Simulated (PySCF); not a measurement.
Geometry:
```csv
atom,x (Å),y (Å),z (Å)
Si1,-0.089,0.143,-0.196
C2,0.090,0.208,1.670
C3,-0.316,-0.747,2.514
H4,0.546,1.113,2.096
H5,-0.780,-1.677,2.162
H6,-0.208,-0.650,3.600
C7,1.585,0.361,-1.016
C8,2.746,0.340,-0.352
H9,1.610,0.510,-2.104
H10,2.788,0.188,0.733
H11,3.708,0.469,-0.860
Si12,-1.511,1.876,-0.903
H13,-2.894,1.663,-0.375
H14,-1.575,1.915,-2.399
H15,-1.016,3.204,-0.420
Si16,-1.031,-1.894,-0.891
H17,-0.229,-3.055,-0.390
H18,-1.050,-1.936,-2.387
H19,-2.437,-2.039,-0.397
```

Fast rotation and ring inversion assumed for equivalent nuclei, no relativistic terms, no solvent model, single conformer. Geometry from PBE0-D3(BJ)/def2-SVP; NMR shieldings at PBE0/pcSseg-1/GIAO; PySCF.

δ = σ(ref) − σ, references computed at the same level: TMS for ¹³C (σref 184.41) and ¹H (σref 31.27) and ²⁹Si (σref 351.99).

| atoms | nucleus | count | Hirshfeld charge | δ (ppm) |
| --- | --- | --- | --- | --- |
| Si1 | ²⁹Si | 1 | 0.21 | -47.6 |
| H5/H6/H10/H11 | ¹H | 4 | 0.05 | ? |
| H4/H9 | ¹H | 2 | 0.04 | 6.43 |
| C2/C7 | ¹³C | 2 | -0.14 | 141.1 |
| H13/H14/H15/H17/H18/H19 | ¹H | 6 | -0.07 | 3.57 |
| Si12/Si16 | ²⁹Si | 2 | 0.20 | ? |
| C3/C8 | ¹³C | 2 | -0.08 | 146.0 |

Problem. Estimate the values marked ?.

Solution. 
- H5/H6/H10/H11: 6.28 ppm, hydrogen on a carbon bonded to C
- Si12/Si16: -105.2 ppm, silicon bonded to Si, 3 H

Shifts are as computed. Against solution values, carbons near 30 ppm lie about +2 ppm off and those near 130 ppm about +5 ppm. Of 1211 compounds with measured shifts, 218 miss one by over three times the rms of a fit or turn the order of signals round; such compounds aren't used in these exercises.
